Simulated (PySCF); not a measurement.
A geometry optimisation on `F[SiH](F)Br`.

Computed with PBE0-D3(BJ)/def2-SVP geometry optimisation, gas phase (PySCF 2.14.0). Start geometry: GFN2-xTB. The input is one job of a driver script: a line of settings, then coordinates in Å.

Command:
```bash
OMP_NUM_THREADS=1 python probes_run.py task.json out
```

Input:
```
{"job": {"xc": "PBE0", "basis": "def2-SVP", "d3": "d3bj", "grid": 1, "shake": 0.01, "kind": "geom"}, "charge": 0, "multiplicity": 1}
F     -0.659970     1.228020    -0.691660
Si    -0.116320    -0.005210     0.086090
F     -0.690330    -1.239730    -0.738970
Br     2.080730     0.011950    -0.123260
H     -0.580540    -0.029000     1.429910
```

Output:
```
step   0  E = -3062.92810773  max force = 0.037115
step   1  E = -3062.93146142  max force = 0.009028
step   2  E = -3062.93227630  max force = 0.002743
step   3  E = -3062.93229168  max force = 0.000895
step   4  E = -3062.93229354  max force = 0.000090
optimisation converged
```

Energies in Eh; «max force» is the largest Cartesian gradient component in Eh/bohr.

**Question.** Give the first gradient maximum in eV/Å.

**Answer.** With 1 Eh/bohr = 51.422 eV/Å, 1.909 eV/Å.

**Question.** How much energy does the optimisation release, in kcal/mol?

**Answer.** E(step 0) − E(last step) = 0.004186 Eh, which is 2.6 kcal/mol.

Main results: final energy -3062.93229 Eh after 4 steps; dipole 1.34 D.

**Question.** Where do the atoms end?

**Answer.** 0.046 Å rms from the input after alignment:
```
atom  x, y, z in Å
F1    -0.7256    1.2868   -1.0036
Si2   -0.2358   -0.0026   -0.1832
F3    -0.7094   -1.2947   -1.0086
Br4    1.9476    0.0129   -0.0632
H5    -0.8552   -0.0094    1.1514
```

**Question.** How long does this job take on an Arm Neoverse V2 with one thread, no GPU, shared host? And the peak memory of the process?

**Answer.** About 9.3 s, with 0.35 GiB resident at the peak, the Python interpreter and its libraries included.
Labels such as C1 count atoms from 1, the log's own numbers from 0.
